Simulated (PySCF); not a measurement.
chloro(silylmethyl)silane (CH7ClSi2), SMILES [SiH3]C[SiH2]Cl.

The structure is a stationary point at PBE0-D3(BJ)/def2-SVP. Other conformers were not sampled.

Two levels are set side by side: TDDFT-PBE/def2-SVPD (PySCF) and TDDFT-PBE0/def2-SVPD (PySCF). Vertical, same geometry. The lowest singlet is HOMO→LUMO 99 % with PBE and HOMO→LUMO 83 % with the other functional; states are paired by order. Differences are taken from unrounded values.

```json
[
 {"quantity": "lowest singlet excitation (eV)", "TDDFT-PBE0": "7.36"},
 {"quantity": "lowest triplet excitation (TDA) (eV)", "TDDFT-PBE0": "6.98"},
 {"quantity": "first bright state (f over 0.05) (eV)", "TDDFT-PBE0": "8.24"},
 {"quantity": "its oscillator strength", "TDDFT-PBE0": "0.05"}
]
```

Question: What does TDDFT-PBE give, and how far is it from TDDFT-PBE0? (Estimate from the structure and the level; the computed values follow.)

Answer: 
```csv
quantity,TDDFT-PBE,TDDFT-PBE minus TDDFT-PBE0
lowest singlet excitation (eV),6.71,-0.65
lowest triplet excitation (TDA) (eV),6.44,-0.54
first bright state (f over 0.05) (eV),7.63,-0.61
its oscillator strength,0.10,0.04
```

A lower first singlet is the usual sign of a functional without exact exchange. Differences between two approximate levels are no errors against the true value.

Rough cost on one machine, each run with all the roots and properties that it gave: TDDFT-PBE0 against TDDFT-PBE about 4 times.
